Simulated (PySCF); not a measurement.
Si(CCH)2(F)(Me), SMILES C#C[Si](C)(F)C#C at its CAM-B3LYP/def2-SVP optimised geometry (Å):

```
12

C     -1.9591    -1.5967    -2.4929
C     -1.5346    -1.0590    -1.4941
Si    -0.8557    -0.2522     0.0000
C      0.9943    -0.2522     0.0000
F     -1.3805     1.2832     0.0000
C     -1.5357    -1.0584     1.4939
C     -1.9625    -1.5936     2.4931
H     -2.3412    -2.0730    -3.3785
H      1.3802     0.2606    -0.8936
H      1.3805     0.2604     0.8935
H      1.3790    -1.2832    -0.0002
H     -2.3465    -2.0678     3.3789
```

Calculation: CAM-B3LYP/def2-TZVP in PySCF 2.14.0. Cells within 0.4 Å of a nucleus heavier than hydrogen are left out (blank, or x).

Map of the electrostatic potential (hartree/e), clipped to [-0.08, 0.12] on the plane z = 0.0 Å:

```
|111111111111111222222222222|
|111110000011111222222222222|
|111000000000111222222222222|
|110000000000111222222222222|
|110000000000011222222222222|
|100000145310011222222222222|
|100002999972112222222222222|
|10000699x995222233333332222|
|1000199xxx99543333333333222|
|1100299xxx99965555443333222|
|111127999999998899864333222|
|112248999999999999996433222|
|122469999999999999999533222|
|223479999xx99999xx999633222|
|223589999xxx9999xxx99633222|
|223479999xx99999xx999633222|
|122469999999999999999633322|
|122358999999999999999743332|
|112235899999999999999843333|
|111224579999986799999743333|
|111122356777765579998543333|
|111112234455544456776443333|
|111111222333433444544433333|
|111111122223333333443333333|
|111111112222233333333333333|
|111111112222222333333333333|
|211111112222222233333333332|
```
Scale: ten equal steps from -0.045 (start of '0') to 0.120 (end of '9'), in the order '0123456789'; x runs from -3.50 to 3.50, y from -3.50 (bottom) to 3.50 (top).
